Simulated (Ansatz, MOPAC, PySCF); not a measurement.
Species: GeOF2 (charge 0, singlet). SMILES: [O]=[Ge]([F])[F]
Coordinates optimised at B3LYP-D3(BJ)/def2-TZVP (Ansatz, an electronic-structure program):
```
Ge
O 1 1.6283
F 1 1.7138 2 129.39
F 1 1.7138 2 129.39 3 -180.00
```
Charge 0, spin multiplicity 1.

Wanted: vertical ionisation energy to the doublet, in eV. Terms: valence correlation only (noble-gas shells and the d and f shells of earlier blocks); non-relativistic; each state is the SCF solution reached for its charge and spin; spin-orbit terms left out; LANL2DZ with its own core potentials from Na on; UHF or UKS for open shells; no dispersion term unless named; six Cartesian d functions in 6-31G* and its kin unless marked 5d. Ab initio and DFT rows: single points at B3LYP-D3(BJ) geometries (Ansatz). Semi-empirical rows: differences of heats of formation at the shared geometry for vertical values.

```
level                                    program  vertical ionisation energy to the doublet (eV)
---------------------------------------  -------  ----------------------------------------------
PM3                                        MOPAC                                           10.21
MNDO                                       MOPAC                                            9.82
HF/6-31G*                                 Ansatz                                           10.01
HF/6-31G* with LANL2DZ past Ar            Ansatz                                           10.02
PBE/6-31G*                                Ansatz                                           11.71
PBE/6-31G* with LANL2DZ past Ar           Ansatz                                           11.73
B3LYP/STO-3G                              Ansatz                                            6.88
B3LYP/3-21G                               Ansatz                                           11.20
B3LYP/6-31G*                              Ansatz                                           11.74
B3LYP/6-31G* with LANL2DZ past Ar         Ansatz                                           11.72
M06-2X/6-31G* with LANL2DZ past Ar (5d)    PySCF                                           11.69
MP2/6-31G*                                Ansatz                                           11.85
MP2/6-31G* with LANL2DZ past Ar           Ansatz                                           11.83
B3LYP/def2-TZVPD                          Ansatz                                           11.93
```

No value to compare with is used here. The 13 habitual levels span 6.88 (B3LYP/STO-3G) to 11.85 eV (MP2/6-31G*); B3LYP/def2-TZVPD gives 11.93.

The levels are drawn from those run, B3LYP/6-31G* more often than the rest, none by its result; left out are runs that failed, that the program found above a lower state of the same kind, or whose <S^2> lies over 0.5 above the pure value.
